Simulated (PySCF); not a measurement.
System: C5H7Si, charge 0, multiplicity 2. It need not be the lowest isomer of its formula. 
Coordinates optimised at B3LYP-D3(BJ)/def2-TZVP (Ansatz):
```xyz
13

Si     2.1060    -0.2229     0.3262
C      0.2999    -0.0452     0.0314
C     -0.6184    -1.0486     0.0241
C     -1.9940    -0.4898    -0.1775
C     -1.7450     0.9859    -0.2768
C     -0.4313     1.2252    -0.1501
H      2.9011     0.7830    -0.4221
H      2.5731    -1.6042     0.0505
H     -0.4118    -2.1029     0.1391
H     -2.6648    -0.7429     0.6534
H     -2.4708    -0.8925    -1.0798
H     -2.5217     1.7199    -0.4321
H      0.0434     2.1959    -0.1831
```
Charge 0, spin multiplicity 2.

Dispersion corrections to the total energy (kcal/mol) from the dftd3 and dftd4 libraries through PySCF: D3(BJ) without and D4 with the three-body term, each with the damping fitted for the functional named.

```json
[
 {"functional": "TPSS", "D3(BJ)": "-10.13", "D4": "-10.90"},
 {"functional": "r2SCAN", "D3(BJ)": "-2.27", "D4": "…"},
 {"functional": "LC-wPBE", "D3(BJ)": "-7.67", "D4": "-8.96"},
 {"functional": "CAM-B3LYP", "D3(BJ)": "…", "D4": "-6.89"},
 {"functional": "PBE", "D3(BJ)": "-7.96", "D4": "-8.06"},
 {"functional": "TPSSh", "D3(BJ)": "-9.35", "D4": "-9.90"},
 {"functional": "B3LYP", "D3(BJ)": "-14.03", "D4": "…"}
]
```

Task: Some entries are withheld; supply them.

Result: 
- r2SCAN, D4: -2.01
- CAM-B3LYP, D3(BJ): -6.44
- B3LYP, D4: -12.98
